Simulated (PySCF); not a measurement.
Geometry (Å), atoms numbered from 1 in this order:
```xyz
39

Si    0.829   -0.003    0.597
C     0.826   -0.095    2.476
H     1.446   -0.921    2.858
H    -0.190   -0.214    2.885
H     1.240    0.844    2.877
C     2.610    0.090    0.001
H     2.675    0.218   -1.090
H     3.123   -0.850    0.259
H     3.169    0.914    0.475
N     0.003    1.407   -0.017
C    -1.432    1.522    0.147
C    -1.864    2.388    1.325
C     0.655    2.533   -0.649
C     0.556    2.531   -2.170
H    -1.848    0.507    0.267
H    -1.886    1.916   -0.782
H    -1.501    1.966    2.275
H    -1.467    3.412    1.243
H    -2.962    2.462    1.380
H     0.233    3.479   -0.257
H     1.717    2.554   -0.359
H     1.066    1.651   -2.593
H    -0.493    2.499   -2.503
H     1.016    3.434   -2.603
N    -0.009   -1.414    0.004
C    -0.275   -1.538   -1.415
C     0.707   -2.434   -2.161
C    -0.446   -2.521    0.827
C    -1.924   -2.471    1.196
H    -0.257   -0.528   -1.858
H    -1.306   -1.910   -1.575
H     1.730   -2.034   -2.092
H     0.720   -3.455   -1.746
H     0.441   -2.512   -3.227
H    -0.232   -3.476    0.311
H     0.154   -2.555    1.750
H    -2.144   -1.585    1.812
H    -2.560   -2.417    0.298
H    -2.225   -3.365    1.765
```

Geometry: PBE0-D3(BJ)/def2-SVP; GIAO absolute shieldings from PySCF, gas phase, non-relativistic, averaged over equivalent atoms.

At PBE0/pcSseg-1 (358 basis functions):
```json
{"atoms": "Si1", "σ (ppm)": "352.9"}
{"atoms": "C11/C13/C26/C28", "σ (ppm)": "145.5"}
{"atoms": "C12/C14/C27/C29", "σ (ppm)": "168.5"}
{"atoms": "C2/C6", "σ (ppm)": "184.2"}
{"atoms": "H15/H16/H20/H21/H30/H31/H35/H36", "σ (ppm)": "28.61"}
{"atoms": "H17/H18/H19/H22/H23/H24/H32/H33/H34/H37/H38/H39", "σ (ppm)": "30.35"}
{"atoms": "H3/H4/H5/H7/H8/H9", "σ (ppm)": "31.19"}
{"atoms": "N10/N25", "σ (ppm)": "211.0"}
```

Estimate the result of repeating the calculation with wB97X-D/pcSseg-1.

## Answers


```tsv
atoms	σ at wB97X-D/pcSseg-1	change
Si1	352.3	-0.6
C11/C13/C26/C28	145.8	+0.3
C12/C14/C27/C29	168.1	-0.4
C2/C6	184.2	+0.0
H15/H16/H20/H21/H30/H31/H35/H36	28.80	+0.19
H17/H18/H19/H22/H23/H24/H32/H33/H34/H37/H38/H39	30.44	+0.09
H3/H4/H5/H7/H8/H9	31.31	+0.12
N10/N25	214.9	+3.9
```

The largest change is at N10/N25 (nitrogen bonded to 2 C, Si). Cost: 358 basis functions. The order of the carbon signals is the same at both levels.
